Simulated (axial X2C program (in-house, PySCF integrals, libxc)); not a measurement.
# Spectroscopic constants of LiTa⁺

Calculated with an in-house all-electron X2C program for linear molecules (integrals from PySCF). Spin-free means the one-electron spin-free X2C Hamiltonian; two-component (2c) means X2C with spin–orbit coupling and atomic mean-field two-electron Coulomb and Gaunt terms, so the difference of the two also holds small scalar two-electron terms. Basis: Ta dyall-v3z [13s14p9d7f2g], Li dyall-v3z [7s8p2d] (cores contracted in-house); Gaussian nuclei, density fitting, unrestricted open shells. Masses: Ta 180.948 u, Li 7.016 u.

Input:
```json
{"zs": [73, 3], "q": 1, "bas": ["dyall-v3z", "dyall-v3z"], "levels": ["PBE0", "HF", "B3LYP", "PBEsol"], "cc": false, "r0": 2.79, "npts": 10, "nst": 2, "ntry": 6, "thr": -0.35}
```
```bash
python so2c.py task.json out
```

Keys: zs atomic numbers; q charge; bas basis sets; levels methods; cc coupled cluster on or off; r0 starting distance in Å; npts points on the curve; nst determinants followed; ntry starts of the search; thr threshold in hartree for freezing inner shells (an s shell follows its p shell). HF also brings MP2.

State, spin-free: M_S = 3/2, Λ = 0 (beyond evenly filled blocks: σα, δ+α, δ-α); electrons by block: σα: 15, σβ: 14, π+α: 7, π+β: 7, π-α: 7, π-β: 7, δ+α: 4, δ+β: 3, δ-α: 4, δ-β: 3, φ+α: 1, φ+β: 1, φ-α: 1, φ-β: 1. Fragments: Ta + Li+.

State, 2c: Ω = 3/2 (⟨Sz⟩ = -1.44, ⟨Lz⟩ = 2.94 at PBE0); electrons by block: 1/2: 22, -1/2: 22, 3/2: 11, -3/2: 10, 5/2: 4, -5/2: 4, 7/2: 1, -7/2: 1. Fragments: Ta + Li+.

```tsv
Hamiltonian	level	Re (Å)	ωe (cm⁻¹)	ωexe (cm⁻¹)	αe (cm⁻¹)	De (eV)	D0 (eV)	k (mdyn/Å)	μ (D)
spin-free	PBE0	3.019	273.3	n/a	0.00328	1.06	1.04	0.297	7.83
spin-free	HF	3.259	213.0	n/a	0.00244	1.03	1.01	0.181	8.25
spin-free	B3LYP	3.025	267.8	n/a	0.0034	0.953	0.936	0.285	8.18
spin-free	PBEsol	3.014	269.9	n/a	0.00336	1.06	1.04	0.29	8.12
2c	PBE0	2.943	275.0	n/a	0.00323	n/a	n/a	0.301	7.55
2c	HF	3.175	204.7	0.945	0.00295	n/a	n/a	0.167	7.85
2c	B3LYP	2.945	269.9	n/a	0.00334	n/a	n/a	0.29	7.84
2c	PBEsol	2.935	271.7	n/a	0.00332	n/a	n/a	0.294	7.75
```

Dipoles are positive if Li is the positive end and refer to the centre of mass.

One determinant describes the state; a PBE0 search over occupations chose it and may have missed a lower one. Dissociation energies refer to the lowest single-determinant-based atoms at the same level and basis. De is not given where an atomic determinant may have missed its ground term or J level, or where the truncated virtual space spoils (T). Density functionals use the spin component along the axis (collinear). Other states lie close and PBE0, whose exact exchange favours high spin, may order them wrongly; the determinant shown need not be the ground state. The nearest other spin-free determinant of the search, M_S = 3/2, Λ = 2, lies 0.07 eV up at the distance of the search. The functionals have no current-density term, which raises determinants with orbital currents, atoms included. With several unpaired electrons one determinant need not be a pure state. A state of lower Ω lies just above, and one determinant can place such states too high, so the state shown need not be the lowest. The search has Ω = 1/2 only 0.07 eV up. At some level and bond length an empty orbital lies below a filled one. The determinant is spin-polarised beyond a pure state at some levels (its spin-free form has ⟨S²⟩ too high), which makes Re and μ there less reliable.

The spin-free and the 2c determinant differ in configuration, so the two halves of the table describe two states.

No reliable constants came from MP2 (2c), MP2 (spin-free): no minimum in range, unconverged points, a curve that is not smooth, a change of character along it, or the two Hamiltonians disagreeing along it.

Rough cost a point (2c) on 1 thread(s) of a shared host, integrals apart: PBE0 2.9 s, HF 3 s, B3LYP 3 s, PBEsol 1.2 s.

The whole task took 6.6 min on 1 thread of Arm Neoverse N1 (shared host).
